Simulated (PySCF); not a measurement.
## Telling isomers of C6H9ClO apart by NMR

PySCF 2.14 calculation with GFN2-xTB geometry and shieldings: GIAO PBE0/pcSseg-1; gas phase, rapidly exchanging positions averaged, relativity neglected, a single conformation.

δ = σ(ref) − σ, references computed at the same level: TMS for 1H (31.72 ppm) and 13C (186.93 ppm). Where no couplings were computed, multiplicities follow the n + 1 count of equivalent neighbours, and m marks all less simple cases (inequivalent or close neighbours, rings, F or P nearby). Shifts are as computed. Against solution values, carbons near 30 ppm lie about +3 ppm off and those near 130 ppm about +5 ppm; carbons on Cl a further +6 ppm. Of 1211 compounds with measured shifts, 218 miss one by over three times the rms of a fit or turn the order of signals round; such compounds aren't used in these exercises. Carbons bonded to Cl come out too deshielded. OH and NH positions are gas-phase values without hydrogen bonding to other molecules.

(1) Tabulate the signals of `C[C@@H](O)C1=C[C@@H](Cl)C1`, `C=C(Cl)C(=C)OCC`, `CC(C)/C=C\C(=O)Cl` and their relative energies.

(2) What is the quickest way to tell C[C@@H](O)C1=C[C@@H](Cl)C1 from CC(C)/C=C\C(=O)Cl?

(3) What is the quickest way to tell C[C@@H](O)C1=C[C@@H](Cl)C1 from C=C(Cl)C(=C)OCC?

(4) What is the quickest way to tell C=C(Cl)C(=C)OCC from CC(C)/C=C\C(=O)Cl?

Results:

(1) 
```json
{"SMILES": "C[C@@H](O)C1=C[C@@H](Cl)C1", "carbon types": "1×C 3×CH 1×CH2 1×CH3", "δC": "166.7, 135.2, 72.3, 56.0, 44.9, 22.4", "δH": "6.08 (d, 1H), 4.62 (m, 1H), 4.53 (q, 1H), 2.99 (m, 1H), 2.56 (m, 1H), 1.39 (d, 3H), 0.94 (br s, 1H)", "E rel. (kcal/mol)": "27.7"}
{"SMILES": "C=C(Cl)C(=C)OCC", "carbon types": "2×C 3×CH2 1×CH3", "δC": "163.6, 146.4, 120.2, 91.0, 66.5, 17.3", "δH": "6.24 (br s, 1H), 5.69 (br s, 1H), 5.21 (br s, 1H), 4.32 (br s, 1H), 3.83 (q, 2H), 1.46 (t, 3H)", "E rel. (kcal/mol)": "27.5"}
{"SMILES": "CC(C)/C=C\\C(=O)Cl", "carbon types": "1×C 3×CH 2×CH3", "δC": "176.7, 174.6, 129.1, 33.0, 23.7", "δH": "6.58 (m, 1H), 6.17 (d, 1H), 4.00 (m, 1H), 1.04 (d, 6H)", "E rel. (kcal/mol)": "0.0"}
```

Energies are electronic energies at PBE0/pcSseg-1 on these geometries, without zero-point or thermal terms, each for the one conformer computed, which needn't be the lowest.

(2) Count the carbon signals: 6 against 5. The first has an allylic sp3 CH2 at 44.9 ppm, the second a β carbon of a C=C–C=O unit (CH) at 176.7 ppm. Their most deshielded carbons lie at 166.7 and 176.7 ppm. In the proton spectra the most deshielded non-exchanging signals are 6.08 (d, 1H) and 6.58 (m, 1H).

(3) Both give the same number of carbon signals, but DEPT or the intensities differ. The first has an alkene CH at 135.2 ppm, the second a terminal =CH2 carbon at 120.2 ppm. Their most deshielded carbons lie at 166.7 and 163.6 ppm.

(4) Count the carbon signals: 6 against 5. The first has a terminal =CH2 carbon at 120.2 ppm, the second a β carbon of a C=C–C=O unit (CH) at 176.7 ppm. Their most deshielded carbons lie at 163.6 and 176.7 ppm.
